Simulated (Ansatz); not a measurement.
Cost and result for the atomization energy of CH4FSeSi, SMILES `C[Se][SiH]F` radical (8 atoms, 7 bonds).

```json
{"atom": "C1", "x (Å)": "1.3796", "y (Å)": "0.4221", "z (Å)": "-0.0337"}
{"atom": "Se2", "x (Å)": "0.3442", "y (Å)": "-1.1794", "z (Å)": "0.4166"}
{"atom": "Si3", "x (Å)": "-1.7107", "y (Å)": "-0.2627", "z (Å)": "0.3620"}
{"atom": "F4", "x (Å)": "-2.0977", "y (Å)": "0.2993", "z (Å)": "-1.0943"}
{"atom": "H5", "x (Å)": "1.0769", "y (Å)": "0.8000", "z (Å)": "-1.0071"}
{"atom": "H6", "x (Å)": "1.2464", "y (Å)": "1.1790", "z (Å)": "0.7357"}
{"atom": "H7", "x (Å)": "2.4214", "y (Å)": "0.1087", "z (Å)": "-0.0676"}
{"atom": "H8", "x (Å)": "-2.6600", "y (Å)": "-1.3670", "z (Å)": "0.6884"}
```

The species carries charge 0 and has multiplicity 2. Correlated methods include outer-core shells of Se, which these sets cover unevenly. Scalar relativity is left out up to krypton. Geometry: relaxed with PBE0-D4/def2-TZVP. It is one conformer, not always the lowest. Program: Ansatz. Hardware: A = 2 threads of a server CPU on a shared host; B = 2 threads of an AMD EPYC 7R13 on a shared host and a share of an NVIDIA H100 80 GB. Times are those of one run each, without the atoms' runs, and a repeat can differ threefold. Electronic energies, without spin–orbit coupling; frozen cores. CCSD(T)/CBS adds CCSD(T) − MP2 in def2-TZVPP to the MP2 limit, and its time is that of the two runs behind it. T1 = 0.013; ⟨S²⟩ of the reference is 0.76. With those shells the extrapolation isn't a true limit. HSE06 is the plane-wave form, built on full-range PBE exchange.

CCSD(T)/CBS is a level of theory with its own doubt, some kJ/mol a heavy atom from the limit and from the frozen cores, so smaller differences don't rank the functionals.

```json
{"level": "CCSD(T)/def2-TZVPP [B]", "functions": "208", "wall time": "4.2 s", "atomization (kJ/mol)": "2626.0", "difference from CCSD(T)/CBS": "-80.1", "per bond": "-11.4"}
{"level": "MP2/def2-QZVPP [B]", "functions": "393", "wall time": "4.8 s", "atomization (kJ/mol)": "2721.1", "difference from CCSD(T)/CBS": "15.0", "per bond": "2.1"}
{"level": "BLYP-D4/def2-TZVPP [A]", "functions": "208", "wall time": "5.5 s", "atomization (kJ/mol)": "2695.2", "difference from CCSD(T)/CBS": "-10.9", "per bond": "-1.6"}
{"level": "PBE-D4/def2-TZVPP (with forces) [A]", "functions": "208", "wall time": "5.5 s", "atomization (kJ/mol)": "2747.7", "difference from CCSD(T)/CBS": "41.6", "per bond": "5.9"}
{"level": "HSE06-D4/def2-TZVPP [A]", "functions": "208", "wall time": "8.1 s", "atomization (kJ/mol)": "2699.0", "difference from CCSD(T)/CBS": "-7.1", "per bond": "-1.0"}
{"level": "PBE0-D4/def2-TZVPP [A]", "functions": "208", "wall time": "8.5 s", "atomization (kJ/mol)": "2697.6", "difference from CCSD(T)/CBS": "-8.5", "per bond": "-1.2"}
{"level": "CCSD(T)/CBS(def2)", "functions": "–", "wall time": "9 s", "atomization (kJ/mol)": "2706.1", "difference from CCSD(T)/CBS": "0.0", "per bond": "0.0"}
{"level": "BHLYP-D4/def2-TZVPP [A]", "functions": "208", "wall time": "10 s", "atomization (kJ/mol)": "2619.2", "difference from CCSD(T)/CBS": "-86.9", "per bond": "-12.4"}
{"level": "CAM-B3LYP-D4/def2-TZVPP [A]", "functions": "208", "wall time": "12 s", "atomization (kJ/mol)": "2700.3", "difference from CCSD(T)/CBS": "-5.8", "per bond": "-0.8"}
{"level": "PBE-QIDH/def2-TZVPP [A]", "functions": "208", "wall time": "13 s", "atomization (kJ/mol)": "2678.5", "difference from CCSD(T)/CBS": "-27.6", "per bond": "-3.9"}
{"level": "r2SCANh-D4/def2-TZVPP [A]", "functions": "208", "wall time": "14 s", "atomization (kJ/mol)": "2702.5", "difference from CCSD(T)/CBS": "-3.6", "per bond": "-0.5"}
{"level": "ωB97X-V/def2-TZVPP [A]", "functions": "208", "wall time": "20 s", "atomization (kJ/mol)": "2705.6", "difference from CCSD(T)/CBS": "-0.5", "per bond": "-0.1"}
{"level": "CCSD(T)/def2-SVP [A]", "functions": "98", "wall time": "25 s", "atomization (kJ/mol)": "2494.2", "difference from CCSD(T)/CBS": "-211.9", "per bond": "-30.3"}
```

From r2SCAN to r2SCAN0 (25 % exact exchange), in def2-TZVPP and without D4, the atomization energy moves by −47.4 kJ/mol: exact exchange takes away binding that semilocal exchange gives to molecules. In def2-TZVPP, CCSD(T) changes the Hartree–Fock value by +648.9 kJ/mol (the triples alone add +41.3 kJ/mol) and MP2 by +696.0 kJ/mol; breaking electron pairs costs correlation energy, which Hartree–Fock lacks. At CCSD(T), def2-SVP lies −211.9 kJ/mol from the extrapolated value and def2-TZVPP −80.1 kJ/mol: correlation converges slowly with the basis, and small sets miss more of it in the bonded molecule than in its fragments.
